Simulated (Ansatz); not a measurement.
One change: `Cc1ccc[se]1` becomes `Fc1ccc[se]1`.

Ansatz, PBE0-D4/def2-TZVP geometries, multiplicity 1. 

Scalar relativity is left out up to krypton.

```tsv
property	`Cc1ccc[se]1`
HOMO–LUMO gap (ωB97M-V/def2-TZVPP) / eV	10.18
HOMO energy (PBE0/def2-TZVPP) / eV	-6.54
HOMO energy (PBE/def2-TZVPP) / eV	-5.51
HOMO–LUMO gap (PBE0/def2-TZVPP) / eV	6.08
ideal-gas entropy at 298 K and 1 bar (rigid rotor, harmonic PBE0-D4/def2-TZVP) / J/(mol·K)	332
HOMO energy (ωB97M-V/def2-TZVPP) / eV	-8.66
```

What does the change do to each property? (Estimate.)

The calculation gave: 
```csv
property,`Fc1ccc[se]1`,shift
HOMO–LUMO gap (ωB97M-V/def2-TZVPP) / eV,10.36,0.18
HOMO energy (PBE0/def2-TZVPP) / eV,-6.77,-0.23
HOMO energy (PBE/def2-TZVPP) / eV,-5.67,-0.16
HOMO–LUMO gap (PBE0/def2-TZVPP) / eV,6.19,0.11
"ideal-gas entropy at 298 K and 1 bar (rigid rotor, harmonic PBE0-D4/def2-TZVP) / J/(mol·K)",315,-17
HOMO energy (ωB97M-V/def2-TZVPP) / eV,-8.91,-0.25
```

With PBE0 the HOMO falls by 0.23 eV and the LUMO falls by 0.12 eV, so the gap widens by about 0.11 eV. PBE moves the HOMO by -0.16 eV and ωB97M-V by -0.25 eV. The zero-point energy changes by -93.4 kJ/mol with -9 modes.

Spin–orbit coupling is left out; it splits and shifts lone-pair levels of the heavy atoms by tenths of an eV.
